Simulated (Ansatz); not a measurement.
Si32H38, a nanocrystal cut from hexagonal silicon, relaxed as a singlet with RKS PBE-D4/def2-SVP in Ansatz, starting from the GFN2-xTB geometry. Force threshold 0.03 eV/Å.

Single mean-field runs in def2-SVP are fitted with def2-universal-jkfit.

Start:

```xyz
70

Si    4.243    2.830   -0.740
Si    3.979    1.580   -2.663
Si    0.550    3.072   -3.388
Si    1.749    1.069   -3.140
Si    1.439   -0.237   -5.056
Si   -0.777   -0.752   -5.457
Si    3.309    1.675    1.042
Si    4.448   -0.320    1.447
Si   -0.256    3.254    0.393
Si   -1.116    3.287   -1.788
Si    1.000    1.264    0.721
Si    0.802   -0.095   -1.265
Si    2.978   -2.113    1.236
Si    1.903   -2.159   -0.851
Si   -2.678    1.537   -1.891
Si   -1.543   -0.536   -1.673
Si   -1.653   -1.883   -3.624
Si    0.422   -3.956   -1.169
Si   -0.565   -3.923   -3.280
Si   -0.857    3.459    4.233
Si   -1.836    3.496    2.116
Si    0.264    1.442    4.480
Si    0.092    0.054    2.603
Si    1.240   -2.021    2.817
Si   -3.374    1.737    1.799
Si   -4.376    1.758   -0.309
Si   -2.265   -0.332    2.192
Si   -2.296   -1.701    0.253
Si   -0.312   -3.789    2.748
Si   -1.158   -3.745    0.555
Si   -3.092   -1.556    4.024
Si   -1.977   -3.566    4.377
H     5.630    3.259   -0.506
H     3.508    4.095   -0.915
H     4.662    2.172   -3.823
H     4.666    0.288   -2.468
H     1.470    4.218   -3.323
H    -0.014    3.158   -4.743
H     2.105    0.351   -6.228
H     2.173   -1.495   -4.826
H    -1.508    0.514   -5.631
H    -0.992   -1.453   -6.731
H     3.376    2.487    2.279
H     5.553   -0.450    0.480
H     5.132   -0.335    2.747
H     0.717    4.361    0.523
H    -1.849    4.558   -1.963
H     3.696   -3.394    1.423
H     2.947   -2.245   -1.897
H    -3.278    1.541   -3.243
H    -3.088   -2.173   -3.843
H     1.159   -5.222   -0.968
H     0.448   -4.102   -4.335
H    -1.456   -5.075   -3.479
H     0.044    4.609    4.414
H    -1.863    3.661    5.288
H    -2.559    4.772    1.921
H     1.684    1.673    4.783
H    -0.224    0.722    5.666
H     1.844   -2.019    4.167
H    -4.420    1.866    2.837
H    -5.192    2.966   -0.515
H    -5.363    0.674   -0.429
H    -3.719   -2.033    0.016
H     0.413   -5.063    2.944
H    -2.131   -4.849    0.427
H    -3.011   -0.718    5.231
H    -4.535   -1.799    3.885
H    -1.413   -3.637    5.734
H    -2.904   -4.710    4.357
```

```csv
step,energy (eV),largest force component (eV/Å),SCF passes
1,-252510.2000,0.732,20
2,-252511.1430,0.550,26
3,-252511.3113,0.078,20
4,-252511.3178,0.008,21
```

Force components are those of the run's own axes.

End:

Cartesian coordinates in Å:
```
Si 4.120 2.853 -0.709
Si 3.949 1.473 -2.607
Si 0.540 3.090 -3.381
Si 1.681 1.046 -3.049
Si 1.461 -0.305 -4.959
Si -0.824 -0.688 -5.368
Si 3.229 1.686 1.128
Si 4.426 -0.333 1.433
Si -0.182 3.278 0.384
Si -1.149 3.325 -1.760
Si 0.964 1.236 0.699
Si 0.778 -0.110 -1.214
Si 2.962 -2.163 1.213
Si 1.961 -2.134 -0.916
Si -2.649 1.521 -1.937
Si -1.501 -0.520 -1.613
Si -1.710 -1.861 -3.533
Si 0.473 -3.945 -1.118
Si -0.531 -3.895 -3.246
Si -0.849 3.428 4.164
Si -1.846 3.502 2.032
Si 0.297 1.374 4.447
Si 0.083 0.049 2.520
Si 1.264 -1.975 2.831
Si -3.347 1.703 1.819
Si -4.341 1.738 -0.314
Si -2.199 -0.341 2.131
Si -2.379 -1.696 0.221
Si -0.235 -3.780 2.673
Si -1.199 -3.726 0.526
Si -3.070 -1.487 3.986
Si -1.913 -3.530 4.307
H 5.558 3.230 -0.445
H 3.336 4.119 -0.949
H 4.586 2.128 -3.808
H 4.663 0.168 -2.349
H 1.516 4.237 -3.278
H -0.063 3.117 -4.765
H 2.115 0.370 -6.140
H 2.161 -1.621 -4.722
H -1.525 0.640 -5.518
H -1.021 -1.473 -6.642
H 3.322 2.527 2.381
H 5.530 -0.430 0.408
H 5.057 -0.345 2.803
H 0.811 4.411 0.514
H -1.898 4.624 -1.946
H 3.697 -3.470 1.400
H 3.030 -2.238 -1.978
H -3.259 1.519 -3.321
H -3.176 -2.157 -3.754
H 1.224 -5.238 -0.904
H 0.526 -4.028 -4.316
H -1.488 -5.053 -3.390
H 0.120 4.576 4.309
H -1.910 3.571 5.226
H -2.583 4.805 1.829
H 1.760 1.632 4.712
H -0.264 0.628 5.632
H 1.885 -1.952 4.209
H -4.412 1.819 2.886
H -5.083 3.037 -0.517
H -5.327 0.602 -0.442
H -3.834 -2.010 -0.040
H 0.511 -5.080 2.859
H -2.183 -4.865 0.388
H -2.939 -0.622 5.216
H -4.537 -1.760 3.764
H -1.287 -3.550 5.680
H -2.885 -4.680 4.219
```

By distances, no bond broke or formed. The bond that changes most is Si23–Si27, from 2.42 to 2.35 Å (atoms count from 1).

No frequencies were taken in this run, so the end may be a saddle point.

It took 14 s on 11 threads of AMD EPYC 7R13 on a shared host and a whole NVIDIA H100 80GB HBM3, peak host memory 1.4 GiB.
